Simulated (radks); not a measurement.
Results of a calculation; reference values are marked as such.
Excited configurations of Pd I: one electron is placed in a higher orbital outside [Kr] 4d9. The ground configuration is [Kr] 4d10. Level of theory: Dirac Kohn-Sham, PBE, spin-unpolarised, spherical densities, finite nucleus; open shells are shared between the two j in proportion to 2j + 1; Fermi nuclear charge, rms radius 4.5318 fm (a radial shooting solver on a logarithmic mesh with Libxc functionals). Excitation = E - E(ground); binding = E(ion) - E, where the ion is the core of charge +1; n* = 1/sqrt(2 binding) in atomic units, and the quantum defect is n - n*. Eigenvalue and <r> are those of j = l + 1/2.

outer orbital,excitation (eV),binding (eV),quantum defect,eigenvalue (eV),<r> (bohr)
4f,8.211,0.909,0.131,-0.436,17.44
5d,7.553,1.567,2.053,-0.718,10.42
6p,7.360,1.760,3.220,-0.995,11.45
6d,8.141,0.978,2.271,-0.551,19.61
7f,8.780,0.340,0.675,-0.225,61.86

The Delta-SCF ionisation energy is 9.120 eV (NIST Atomic Spectra Database: 8.337 eV, measured). Self-interaction in the functional shifts the binding energies and quantum defects, so they are the method's values and not measured ones. Spin polarisation and multiplet splitting are left out, so open shells lie too high by an amount that depends on their filling. Sharing an open shell by 2j + 1 raises it above the true ground level by a part of the spin-orbit splitting, which enters the differences from NIST.

Beside tabulated values, note that spin-unpolarised runs miss the spin-polarisation part of the exchange energy of open shells.
